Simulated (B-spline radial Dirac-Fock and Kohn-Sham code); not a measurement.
**Ionisation energies of antimony ions, computed and tabulated**

Model: relaxed Dirac-Fock hole states (ΔSCF) with Breit and QED corrections and a finite nucleus. Program: a radial B-spline solver. Each value is the difference of the configuration-average energies of two neighbouring ions in their tabulated ground configurations. No correlation. NIST's values refer to the lowest levels; many for high charge states are themselves semi-empirical or theoretical. Where a p, d or f shell is open in either ion the computed value averages over both j values and all terms, while the table refers to the lowest levels; that difference holds spin-orbit splitting (largest in heavy or highly charged ions), term energies where several electrons share open shells, and correlation, and it can reach 10 % or more.

| ion | configuration | computed (eV) | NIST (eV) | kind | NIST − computed (eV) |
| --- | --- | --- | --- | --- | --- |
| Sb³⁸⁺ | [Ne] 3s2 3p1 | 2610.9 | 2654 ± 4 | theoretical | +43.13 |
| Sb³⁹⁺ | [Ne] 3s2 | 2814.9 | 2815 ± 4 | theoretical | +0.08 |
| Sb⁴⁰⁺ | [Ne] 3s1 | 2898.9 | 2900 ± 0.5 | semi-empirical | +1.07 |
| Sb⁴¹⁺ | [He] 2s2 2p6 | 6800.6 | 6714 ± 4 | theoretical | -86.61 |
| Sb⁴²⁺ | [He] 2s2 2p5 | 7024.8 | 6929 ± 4 | theoretical | -95.84 |
| Sb⁴³⁺ | [He] 2s2 2p4 | 7252.1 | 7167 ± 4 | theoretical | -85.12 |
| Sb⁴⁴⁺ | [He] 2s2 2p3 | 7482.4 | 7390 ± 4 | theoretical | -92.43 |
| Sb⁴⁵⁺ | [He] 2s2 2p2 | 7715.8 | 7887 ± 4 | theoretical | +171.21 |
| Sb⁴⁶⁺ | [He] 2s2 2p1 | 7952.2 | 8140 ± 4 | theoretical | +187.81 |
| Sb⁴⁷⁺ | [He] 2s2 | 8454.5 | 8455 ± 4 | theoretical | +0.48 |
| Sb⁴⁸⁺ | [He] 2s1 | 8669.3 | 8669.48 ± 0.04 | theoretical | +0.22 |
| Sb⁴⁹⁺ | 1s2 | 35707.6 | 35710.03 ± 0.025 | theoretical | +2.48 |
| Sb⁵⁰⁺ | 1s1 | 36668.3 | 36668.18 ± 0.012 | theoretical | -0.08 |

Question: Where in this range is the largest relative jump, and why?

Answer: From Sb⁴⁸⁺ (8669.3 eV) to Sb⁴⁹⁺ (35707.6 eV), a factor of 4.12. The configuration goes from [He] 2s1 to 1s2, so the next electron comes out of a deeper subshell.
